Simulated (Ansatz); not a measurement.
Ge13H20, a cluster cut from cubic germanium, relaxed as a singlet with RKS PBE-D4/def2-SVP in Ansatz, starting from the GFN2-xTB geometry. Force threshold 0.03 eV/Å.

Single mean-field runs in def2-SVP are fitted with def2-universal-jkfit.

Start:

Cartesian coordinates in Å:
```
Ge -3.1828 -1.6230 -0.6466
Ge 4.0085 -0.7548 -0.1154
Ge -0.1170 -1.9114 1.6854
Ge 0.4784 -0.7302 -2.0928
Ge -2.3291 2.1154 -1.3945
Ge 1.0485 1.8264 0.8371
Ge -2.5987 0.9777 2.3351
Ge 2.8493 -1.2298 -2.1641
Ge -0.8241 -2.1931 -0.6209
Ge -3.5269 0.6532 0.1179
Ge 3.4300 1.3785 0.8222
Ge -0.2396 0.4140 2.3718
Ge 0.0427 1.5822 -1.3896
H -3.9665 -2.6020 0.2133
H -3.8076 -1.8287 -2.0158
H 5.5068 -0.8950 -0.2863
H 3.6918 -1.8429 0.8942
H -1.0127 -2.7439 2.5853
H 1.2521 -2.5188 1.9495
H -0.0854 -0.9076 -3.5115
H -2.8588 2.0429 -2.8171
H -2.5166 3.5850 -1.0570
H 0.8429 3.2797 1.2925
H -3.3543 0.1455 3.3584
H -2.8591 2.3938 2.8175
H 3.1045 -2.6499 -2.6345
H 3.4700 -0.4127 -3.2838
H -0.6555 -3.6635 -1.0209
H -5.0176 1.0075 0.1005
H 4.0391 1.5712 2.1994
H 4.1084 2.4723 0.0180
H 0.2895 0.5424 3.8055
H 0.7897 2.5196 -2.3526
```

Question: Estimate the energy that the relaxation releases and the steps that it takes.

Answer: 9.1 kcal/mol, in 4 steps; 20 s on 4 threads of AMD EPYC 7R13 on a shared host and a share (37 GiB) of an NVIDIA H100 80GB HBM3. No frequencies were taken in this run, so the end may be a saddle point.

Question: Does the start keep its bonding and symmetry?

Answer: By distances, no bond broke or formed. The bond that changes most is Ge2–Ge11, from 2.40 to 2.44 Å (atoms count from 1). Point group Cs at the start, Cs at the end, both within 0.05 Å.

Question: Predict the relaxed structure.

Answer: 
```xyz
33

Ge   -3.1786   -1.6411   -0.6486
Ge    3.9315   -0.7972   -0.0656
Ge   -0.0409   -1.9695    1.7233
Ge    0.4174   -0.7336   -2.1074
Ge   -2.2934    2.1602   -1.4403
Ge    0.9924    1.8520    0.8568
Ge   -2.5940    0.9760    2.3515
Ge    2.8142   -1.2231   -2.1982
Ge   -0.7988   -2.2198   -0.5892
Ge   -3.4882    0.6724    0.0921
Ge    3.4010    1.4170    0.8247
Ge   -0.2186    0.3774    2.3905
Ge    0.0864    1.5895   -1.4040
H    -3.9784   -2.6074    0.2758
H    -3.7307   -1.7989   -2.0969
H     5.4721   -0.9115   -0.2653
H     3.5071   -1.8823    0.9644
H    -0.9718   -2.8163    2.6428
H     1.4117   -2.4973    1.9007
H    -0.1833   -0.9161   -3.5383
H    -2.8528    2.0031   -2.8861
H    -2.4880    3.6448   -1.0091
H     0.7573    3.3242    1.3247
H    -3.3794    0.0837    3.3589
H    -2.7770    2.4611    2.7850
H     3.0474   -2.7017   -2.6314
H     3.4562   -0.3075   -3.2836
H    -0.6067   -3.6998   -1.0469
H    -5.0089    1.0228    0.0828
H     3.9962    1.5682    2.2569
H     4.0768    2.4893   -0.0820
H     0.3445    0.5562    3.8353
H     0.8772    2.5249   -2.3733
```
Bond lengths: 16 × Ge–Ge 2.44 to 2.45 Å; 20 × Ge–H 1.56 Å.
